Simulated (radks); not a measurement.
The numbers below are computed, except where a source is named.
Spherical quantum dot in the effective-mass picture: electrons in a hard-walled sphere of radius 7.07, with a point charge +2 (a donor) at the centre, all in effective atomic units (hartree* = m*/eps^2 hartree, bohr* = eps/m* bohr), one dielectric constant everywhere. Level of theory: non-relativistic Kohn-Sham, r2SCAN, spin-polarised, spherical densities, generalised Kohn-Sham scheme (a radial shooting solver with Libxc functionals). Levels are named by radial order and angular momentum (1s, 1p, 1d, 2s, ...), and open shells are averaged over m. Each electron was tried in the lowest free levels, single moves between levels near the top were tried too, and the lowest total energy was kept; such a search can miss a lower state. At N = 1 the Hartree and exchange-correlation terms need not cancel, so that row can carry a self-interaction error.

N,open shells,2S,mu = E(N) - E(N-1) (hartree*),addition energy mu(N+1) - mu(N) (hartree*),e(HOMO) (hartree*),rms radius (bohr*)
1,"1s(up 1, down 0)",1,-2.0002,1.095,-1.5880,0.8730
2,none,0,-0.90479,1.047,-0.60769,1.104
3,"2s(up 1, down 0)",1,0.14232,0.1921,0.21323,2.646
4,none,0,0.33441,0.2000,0.40954,3.235
5,"1p(up 2, down 0) 2s(up 1, down 0)",3,0.53441,0.1629,0.60943,3.576
6,"1p(up 3, down 0) 2s(up 1, down 0)",4,0.69726,0.2026,0.78502,3.826
7,"1p(up 3, down 0)",3,0.89989,0.2086,0.98268,4.020
8,"1p(up 3, down 1)",2,1.1085,0.1612,1.1881,4.173
9,"1p(up 3, down 2)",1,1.2697,0.1652,1.3520,4.298
10,none,0,1.4349,0.2671,1.5181,4.403
11,"1d(up 1, down 0)",1,1.7020,0.1618,1.7826,4.506
12,"1d(up 2, down 0)",2,1.8638,0.1630,1.9451,4.594
13,"1d(up 3, down 0)",3,2.0268,0.1636,2.1085,4.670
14,"1d(up 4, down 0)",4,2.1904,0.1638,2.2723,4.736
15,"1d(up 5, down 0)",5,2.3543,0.2191,2.4362,4.795
16,"1d(up 5, down 1)",4,2.5734,0.1581,2.6522,4.848
17,"1d(up 5, down 2)",3,2.7315,0.1596,2.8110,4.896
18,"1d(up 5, down 3)",2,2.8911,0.1605,2.9711,4.940
19,"1d(up 5, down 4)",1,3.0516,0.1611,3.1320,4.980
20,none,0,3.2128,0.2843,3.2933,5.016
21,"1f(up 1, down 0)",1,3.4970,0.1591,3.5757,5.054
22,"1f(up 2, down 0)",2,3.6561,0.1593,3.7350,5.088
23,"1f(up 3, down 0)",3,3.8154,0.1596,3.8946,5.120
24,"1f(up 4, down 0)",4,3.9750,0.1599,4.0545,5.149
25,"1f(up 5, down 0)",5,4.1348,0.1600,4.2145,5.177
26,"1f(up 6, down 0)",6,4.2949,0.1601,4.3745,5.203
27,"1f(up 7, down 0)",7,4.4550,0.2151,4.5347,5.227
28,"1f(up 7, down 1)",6,4.6701,0.1571,4.7472,5.250
29,"1f(up 7, down 2)",5,4.8272,0.1573,4.9044,5.272
30,"1f(up 7, down 3)",4,4.9845,0.1576,5.0620,5.292
31,"1f(up 7, down 4)",3,5.1421,0.1579,5.2200,5.312
32,"1f(up 7, down 5)",2,5.3000,0.1582,5.3782,5.330
33,"1f(up 7, down 6)",1,5.4582,0.1584,5.5366,5.348
34,none,0,5.6165,0.3035,5.6952,5.365
35,"1g(up 1, down 0)",1,5.9200,0.1564,5.9976,5.382
36,"1g(up 2, down 0)",2,6.0765,0.1569,6.1547,5.399
37,"1g(up 3, down 0)",3,6.2334,0.1572,6.3120,5.415
38,"1g(up 4, down 0)",4,6.3906,0.1574,6.4694,5.430
39,"1g(up 5, down 0)",5,6.5480,0.1575,6.6269,5.444
40,"1g(up 6, down 0)",6,6.7055,0.1576,6.7845,5.458
41,"1g(up 7, down 0)",7,6.8631,0.1577,6.9421,5.472
42,"1g(up 8, down 0)",8,7.0208,-,7.0998,5.484

All shells are closed at N = 2, 4, 10, 20, 34 (there: 1s2 1p6 1d10 2s2 1f14); the second difference of the energy has clear peaks (12 % above both neighbours; the first and last values, which can be the largest, are not judged, and half-filled shells can peak too) at N = 10, 15, 20, 27, 34.
